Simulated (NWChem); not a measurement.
System: chlorobenzene (C6H5Cl); SMILES Clc1ccccc1

Input file for NWChem:

```
start job
memory heap 200 mb stack 900 mb global 1100 mb
geometry units angstroms noautoz
  Cl     0.000000     0.000000    -2.250949
  C      0.000000     0.000000    -0.516681
  C      0.000000     1.213818     0.169958
  C      0.000000     1.205742     1.563497
  C      0.000000     0.000000     2.263872
  C      0.000000    -1.205742     1.563497
  C      0.000000    -1.213818     0.169958
  H      0.000000     2.151099    -0.389149
  H      0.000000     2.155101     2.104678
  H      0.000000     0.000000     3.356153
  H      0.000000    -2.155101     2.104678
  H      0.000000    -2.151099    -0.389149
end
basis spherical
  * library 3-21g
end
dft
  xc b3lyp
  iterations 150
  mulliken
end
task dft energy
```

NWChem printed, in part:

```
             Northwest Computational Chemistry Package (NWChem) 7.3.0
             --------------------------------------------------------

 C2V symmetry detected

                             Geometry "geometry" -> ""
                             -------------------------

 Output coordinates in angstroms (scale by  1.889725989 to convert to a.u.)

  No.       Tag          Charge          X              Y              Z
 ---- ---------------- ---------- -------------- -------------- --------------
    1 Cl                  17.0000     0.00000000     0.00000000    -2.24759872
    2 C                    6.0000     0.00000000     0.00000000    -0.51333072
    3 C                    6.0000     0.00000000     1.21381800     0.17330828
    4 C                    6.0000     0.00000000     1.20574200     1.56684728
    5 C                    6.0000     0.00000000     0.00000000     2.26722228
    6 C                    6.0000     0.00000000    -1.20574200     1.56684728
    7 C                    6.0000     0.00000000    -1.21381800     0.17330828
    8 H                    1.0000     0.00000000     2.15109900    -0.38579872
    9 H                    1.0000     0.00000000     2.15510100     2.10802828
   10 H                    1.0000     0.00000000     0.00000000     3.35950328
   11 H                    1.0000     0.00000000    -2.15510100     2.10802828
   12 H                    1.0000     0.00000000    -2.15109900    -0.38579872

 Effective nuclear repulsion energy (a.u.)     315.5760294670

      Symmetry information
      --------------------

 Group name             C2v
 Group number             16
 Group order               4
 No. of unique centers     8

                                 NWChem DFT Module
                                 -----------------

 Summary of "ao basis" -> "ao basis" (spherical)
 ------------------------------------------------------------------------------
       Tag                 Description            Shells   Functions and Types
 ---------------- ------------------------------  ------  ---------------------
 Cl                          3-21g                   7       13   4s3p
 C                           3-21g                   5        9   3s2p
 H                           3-21g                   2        2   2s

      Symmetry analysis of basis
      --------------------------

        a1         37
        a2          4
        b1         11
        b2         25

            General Information
            -------------------
          SCF calculation type: DFT
          Wavefunction type:  closed shell.
          No. of atoms     :    12
          No. of electrons :    58
           Alpha electrons :    29
            Beta electrons :    29
          Charge           :     0
          Spin multiplicity:     1
          Use of symmetry is: on ; symmetry adaption is: on
          Maximum number of iterations: 150
          AO basis - number of functions:    77
                     number of shells:    47
          Convergence on energy requested:  1.00D-06
          Convergence on density requested:  1.00D-05
          Convergence on gradient requested:  5.00D-04

              XC Information
              --------------
                         B3LYP Method XC Potential
                     Hartree-Fock (Exact) Exchange  0.200
                        Slater Exchange Functional  0.800 local
                    Becke 1988 Exchange Functional  0.720 non-local
              Lee-Yang-Parr Correlation Functional  0.810
                  VWN I RPA Correlation Functional  0.190 local

             Grid Information
             ----------------
          Grid used for XC integration:  medium
          Radial quadrature: Mura-Knowles
          Angular quadrature: Lebedev.
          Tag              B.-S. Rad. Rad. Pts. Rad. Cut. Ang. Pts.
          ---              ---------- --------- --------- ---------
          Cl                  1.00       88          12.0       590
          C                   0.70       49          11.0       434
          H                   0.35       45          13.0       434
          Grid pruning is: on
          Number of quadrature shells:   419
          Spatial weights used:  Erf1

      Superposition of Atomic Density Guess
      -------------------------------------

 Sum of atomic energies:        -684.54782512

      Non-variational initial energy
      ------------------------------

 Total energy =    -689.034400
 1-e energy   =   -1564.200637
 2-e energy   =     559.590207
 HOMO         =      -0.259142
 LUMO         =       0.018585

      Symmetry analysis of molecular orbitals - initial
      -------------------------------------------------

  Numbering of irreducible representations:

     1 a1          2 a2          3 b1          4 b2

  Orbital symmetries:

     1 a1          2 a1          3 b2          4 a1          5 a1
     6 b2          7 a1          8 a1          9 a1         10 b2
    11 b1         12 a1         13 a1         14 b2         15 a1
    16 b2         17 a1         18 a1         19 a1         20 b2
    21 a1         22 b2         23 b1         24 b1         25 b2
    26 a1         27 b2         28 a2         29 b1         30 a2
    31 b1         32 a1         33 a1         34 b1         35 b2
    36 a1         37 a1         38 b2         39 a1

     ---------------------------------------------
      Total Density - Mulliken Population Analysis
     ---------------------------------------------

    Atom       Charge   Shell Charges
 -----------   ------   -------------------------------------------------------
    1 Cl  17    17.02   2.00  1.96  5.91  1.15  3.07  0.77  2.18
    2 C    6     5.96   1.99  0.41  1.32  0.86  1.38
    3 C    6     6.26   1.99  0.44  1.55  0.94  1.35
    4 C    6     6.23   1.99  0.44  1.53  0.93  1.35
    5 C    6     6.28   1.99  0.44  1.55  0.93  1.37
    6 C    6     6.23   1.99  0.44  1.53  0.93  1.35
    7 C    6     6.26   1.99  0.44  1.55  0.94  1.35
    8 H    1     0.75   0.42  0.33
    9 H    1     0.75   0.42  0.33
   10 H    1     0.75   0.42  0.33
   11 H    1     0.75   0.42  0.33
   12 H    1     0.75   0.42  0.33

   convergence    iter        energy       DeltaE   RMS-Dens  Diis-err
 ---------------- ----- ----------------- --------- --------- ---------
 d= 0,ls=0.0,diis     1   -688.2769932024 -1.00D+03  1.59D-02  8.05D-01
 d= 0,ls=0.0,diis     2   -688.2986740707 -2.17D-02  1.28D-02  5.25D-01
 d= 0,ls=0.0,diis     3   -688.3439216906 -4.52D-02  5.40D-03  1.57D-01
 d= 0,ls=0.0,diis     4   -688.3645214936 -2.06D-02  1.49D-03  1.27D-02
 d= 0,ls=0.0,diis     5   -688.3663601834 -1.84D-03  2.82D-04  5.66D-04
  Resetting Diis
 d= 0,ls=0.0,diis     6   -688.3664291846 -6.90D-05  9.18D-05  4.07D-05
 d= 0,ls=0.0,diis     7   -688.3664344946 -5.31D-06  3.84D-05  2.27D-06
 d= 0,ls=0.0,diis     8   -688.3664343015  1.93D-07  2.13D-05  3.73D-06
 d= 0,ls=0.0,diis     9   -688.3664347889 -4.87D-07  2.13D-06  2.46D-08

         Total DFT energy =     -688.366434788924
      One electron energy =    -1568.213983095178
           Coulomb energy =      626.786603462026
    Exchange-Corr. energy =      -62.515084622767
 Nuclear repulsion energy =      315.576029466995

 Numeric. integr. density =       57.999990515363

                  Occupations of the irreducible representations
                  ----------------------------------------------

                     irrep           alpha         beta
                     --------     --------     --------
                     a1               15.0         15.0
                     a2                1.0          1.0
                     b1                4.0          4.0
                     b2                9.0          9.0

                       DFT Final Molecular Orbital Analysis
                       ------------------------------------

 Vector   27  Occ=2.000000D+00  E=-3.151880D-01  Symmetry=b2
              MO Center= -1.0D-16,  8.7D-17, -1.9D+00, r^2= 2.1D+00
   Bfn.  Coefficient  Atom+Function         Bfn.  Coefficient  Atom+Function
  ----- ------------  ---------------      ----- ------------  ---------------
     8      0.598181   1 Cl py               12      0.483067   1 Cl py
     4     -0.276432   1 Cl py               28     -0.189462   3 C  s
    64      0.189462   7 C  s                17     -0.125229   2 C  py
    30      0.092049   3 C  py               66      0.092049   7 C  py
    27      0.083199   3 C  pz               63     -0.083199   7 C  pz

 Vector   28  Occ=2.000000D+00  E=-2.686872D-01  Symmetry=a2
              MO Center= -1.2D-15, -5.7D-15,  8.6D-01, r^2= 3.0D+00
   Bfn.  Coefficient  Atom+Function         Bfn.  Coefficient  Atom+Function
  ----- ------------  ---------------      ----- ------------  ---------------
    29      0.267240   3 C  px               65     -0.267240   7 C  px
    38      0.258712   4 C  px               56     -0.258712   6 C  px
    25      0.257102   3 C  px               61     -0.257102   7 C  px
    34      0.251842   4 C  px               52     -0.251842   6 C  px

 Vector   29  Occ=2.000000D+00  E=-2.501648D-01  Symmetry=b1
              MO Center=  2.2D-18,  4.4D-15,  8.0D-02, r^2= 4.4D+00
   Bfn.  Coefficient  Atom+Function         Bfn.  Coefficient  Atom+Function
  ----- ------------  ---------------      ----- ------------  ---------------
     7      0.337418   1 Cl px               11      0.298768   1 Cl px
    47      0.275239   5 C  px               16     -0.261145   2 C  px
    20     -0.259243   2 C  px               43      0.257581   5 C  px
    29     -0.167651   3 C  px               65     -0.167651   7 C  px
    25     -0.158471   3 C  px               61     -0.158471   7 C  px

[...]
```

Level: B3LYP/3-21G. All runs use the structure optimised with PBE0/def2-SVP.
